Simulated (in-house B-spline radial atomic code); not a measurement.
Configurations of Gd, with energies counted from [Xe] 4f7 5d1 6s2. All numbers are computed (scalar-relativistic (X2C) Hartree-Fock with fractional occupations, spin-polarised, spherical fractional occupations; Fermi nucleus of rms radius 5.1569 fm) with a B-spline radial code for spherical atoms, not measured. Shells without spins written out take the highest spin.

Caution: exact exchange at fractional occupations of open shells leaves self-interaction of up to several eV.

Occupations are held fixed; configurations that lie above the ionisation limit could autoionise.

```csv
configuration,E - E(ref) (eV),highest orbital,its <r> (bohr)
[Xe] 4f7 6s2 6p1,-0.19868,6p up,5.878
"[Xe] 4f(0 up, 7 down) 5d(1 up, 0 down) 6s2",0.53884,5d up,5.429
[Xe] 4f8 6s2,2.0637,4f down,29.64
"[Xe] 4f(7 up, 0 down) 5f(0 up, 1 down) 6s2",2.1841,5f down,44.76
[Xe] 4f7 5d1 6s1 7d1,4.6813,7d up,30.81
[Xe] 4f6 5d1 6s2 7d1,29.436,7d up,29.69
"[Xe] 4f(6 up, 0 down) 5d(1 up, 0 down) 5f(1 up, 0 down) 6s2",29.49,5f up,29.62
"[Xe] 4f(2 up, 5 down) 6s2 7s(0 up, 1 down)",52.853,7s down,10.32
```

(1) Order these further configurations by energy, lowest first.
A. [Xe] 4f(4 up, 3 down) 5d(0 up, 1 down) 6s2
B. [Xe] 4f(2 up, 5 down) 5d(1 up, 0 down) 6s2
C. [Xe] 4f7 5f1 6s2
D. [Xe] 4f6 5d1 6s2 7s1
E. [Kr] 4d9 4f7 5s2 5p6 5d1 5f1 6s2

(2) How far above the reference does [Xe] 4f(6 up, 0 down) 5d(1 up, 0 down) 6s2 6d(1 up, 0 down) lie?

(3) How far above the reference does [Kr] 4d9 4f7 5s2 5p6 5d2 6s2 lie?

(4) How far above the reference does [Kr] 4d10 4f7 5s2 5p5 5d1 6s2 6p1 lie?

(5) Is the reference the lowest configuration at this level of theory?

Results:

(1) C (2.0639 eV), D (27.757 eV), B (52.658 eV), A (63.462 eV), E (164.92 eV).

(2) 29.14 eV; its least bound orbital is 6d up with <r> = 16.71 bohr.

(3) 159.7 eV; its least bound orbital is 5d up with <r> = 2.619 bohr.

(4) 31.685 eV; its least bound orbital is 6p up with <r> = 5.459 bohr.

(5) No: [Xe] 4f7 6s2 6p1 lies 0.1987 eV lower with this functional.
